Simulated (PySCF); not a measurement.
# Co (cobalt, neutral) across methods

[Ar] 3d7 4s2, high-spin 4F determinant. Calculation: PySCF 2.14, in aug-cc-pV5Z (10s9p7d5f4g3h2i, 202 functions); no relativity, point nucleus.

```csv
method,E (hartree),mean ε 3d β (eV),mean ε 4s α (eV),mean ε 4s β (eV),Σ⟨r²⟩ (bohr²),⟨S²⟩
r2SCAN,-1382.724,-7.796,-5.808,-5.221,37.49,3.760
PBE0,-1382.521,-9.652,-6.281,-5.724,37.71,3.756
LDA,-1380.171,-7.377,-5.809,-5.266,37.25,3.756
PBE,-1382.499,-7.424,-5.605,-5.052,37.65,3.756
```

(1) Estimate the same row for UHF.

Answers

(1) E (hartree) = -1381.42754; mean ε 3d β (eV) = -15.870; mean ε 4s α (eV) = -7.644; mean ε 4s β (eV) = -6.947; Σ⟨r²⟩ (bohr²) = 39.44; ⟨S²⟩ = 3.760.
